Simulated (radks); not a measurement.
The numbers below are computed, except where a source is named.
Q: These are the eigenvalues of the occupied orbitals of an atom or ion with whole-number occupations (hartree). Level of theory: Dirac Kohn-Sham, PBE, spin-unpolarised, spherical densities, point nucleus (a radial shooting solver on a logarithmic mesh with Libxc functionals).

orbital  eigenvalue
1s1/2     -934.8790
2s1/2     -141.5327
2p1/2     -131.8447
2p3/2     -125.4020
3s1/2     -29.61623
3p1/2     -25.76608
3p3/2     -24.62551
3d3/2     -17.82097
3d5/2     -17.59076
4s1/2      -7.73520
4p1/2      -6.47148
4p3/2      -6.25956
4d3/2      -4.23631
4d5/2      -4.20344

Which element is it, and in what charge state? The configuration may be excited. Open shells, if any, are shared by 2j + 1.

A: Z = 47, silver, charge +7: Ag7+ in [Kr] 4d4. The list shows which subshells hold electrons but not how many an open one holds; the 1s level, -934.88 hartree, gives Z - s = 43.2 by -(Z - s)^2/2, which with screening and relativity narrows Z to a few neighbours, and the depths of the outer levels then fix element, charge and occupations together.
